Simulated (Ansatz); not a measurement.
`C[Se]B(Cl)Cl` + H₂S → `SB(Cl)Cl` + `C[SeH]` at 700 K and 1 bar (ligand exchange at a B–Se bond).

Gas-phase electronic energies from Ansatz, PBE0-D4/def2-TZVP geometries. CBS: MP2 limit from def2 TZ/QZ plus the TZ coupled-cluster correction, frozen cores. This one scheme is used for every species. For Se outer-core shells are correlated without core-valence functions, which leaves a few kJ/mol of doubt a bond. Scalar relativity is left out up to krypton. One conformer a species, not always the lowest.

```json
{"species": "`C[Se]B(Cl)Cl`", "CCSD(T)/CBS energy (Eh)": "-3385.02344", "H − E (kJ/mol)": "186.6", "S (J/(mol·K))": "463.2"}
{"species": "H₂S", "CCSD(T)/CBS energy (Eh)": "-398.97279", "H − E (kJ/mol)": "64.8", "S (J/(mol·K))": "236.9"}
{"species": "`SB(Cl)Cl`", "CCSD(T)/CBS energy (Eh)": "-1342.83724", "H − E (kJ/mol)": "92.6", "S (J/(mol·K))": "381.3"}
{"species": "`C[SeH]`", "CCSD(T)/CBS energy (Eh)": "-2441.15625", "H − E (kJ/mol)": "157.6", "S (J/(mol·K))": "325.3"}
```

H − E and S are ideal-gas, rigid-rotor, harmonic terms from PBE0-D4/def2-TZVP, for one conformer and one mirror image of each species. 1 Eh = 2625.50 kJ/mol, R = 8.31446 J/(mol·K).

Problem. By hand: ΔE, ΔH, ΔS and ΔG.

Solution. ΔE = (-1342.83724) + (-2441.15625) − (-3385.02344) − (-398.97279) = 0.00274 Eh = 7.2 kJ/mol. Δ(H − E) = 92.6 + 157.6 − 186.6 − 64.8 = -1.2, so ΔH = 6.0 kJ/mol. ΔS = 381.3 + 325.3 − 463.2 − 236.9 = 6.5 J/(mol·K). ΔG = 6.0 − 700 × (6.5)/1000 = 1.5 kJ/mol.

Problem. By hand: the equilibrium constant, and the temperature at which ΔG would vanish if ΔH and ΔS stayed fixed.

Solution. log₁₀ K = −ΔG/(RT ln 10) = -0.1. ΔG = 0 at ΔH/ΔS = 923 K, though so small a ΔH makes that figure unsure.

TΔS isn't small against ΔH here. The sign of ΔG lies within the doubt. A doubt of 5 kJ/mol in ΔE shifts log₁₀ K by 0.4 here. Other conformers and mirror images would add mixing entropy, several J/(mol·K) or more a flexible species. These are equilibria of isolated gas molecules and say nothing of rates. Largest T1 diagnostic: 0.012 (customary marks: 0.02 for closed shells, 0.045 for open ones).
